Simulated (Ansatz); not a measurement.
Start from `CC[SiH2][SeH]` and change one atom or group to get `CC[SiH2][SiH3]`.

Ansatz, PBE0-D4/def2-TZVP geometries, multiplicity 1. Each molecule was computed in one conformer, which needn't be the lowest.

Scalar relativity is left out up to krypton. Spin–orbit coupling is left out; it splits and shifts lone-pair levels of the heavy atoms by tenths of an eV.

| property | `CC[SiH2][SeH]` |
| --- | --- |
| HOMO energy (PBE/def2-TZVPP) / eV | -5.78 |
| LUMO energy (PBE/def2-TZVPP) / eV | -0.68 |
| HOMO–LUMO gap (PBE/def2-TZVPP) / eV | 5.11 |
| size of the dipole moment (PBE/def2-TZVPP) / D | 1.63 |
| HOMO energy (ωB97M-V/def2-TZVPP) / eV | -9.09 |
| LUMO energy (PBE0/def2-TZVPP) / eV | 0.20 |

Give the same properties after the change, and the shifts. (An estimate is asked.)

The calculation gave: 
```csv
property,`CC[SiH2][SiH3]`,shift
HOMO energy (PBE/def2-TZVPP) / eV,-6.83,-1.05
LUMO energy (PBE/def2-TZVPP) / eV,-0.67,0.01
HOMO–LUMO gap (PBE/def2-TZVPP) / eV,6.16,1.05
size of the dipole moment (PBE/def2-TZVPP) / D,1.09,-0.54
HOMO energy (ωB97M-V/def2-TZVPP) / eV,-10.01,-0.92
LUMO energy (PBE0/def2-TZVPP) / eV,0.15,-0.05
```

With PBE0 the HOMO falls by 1.03 eV and the LUMO falls by 0.05 eV, so the gap widens by about 0.98 eV. PBE moves the HOMO by -1.05 eV and ωB97M-V by -0.92 eV. Dipoles are sizes alone; their direction can turn.
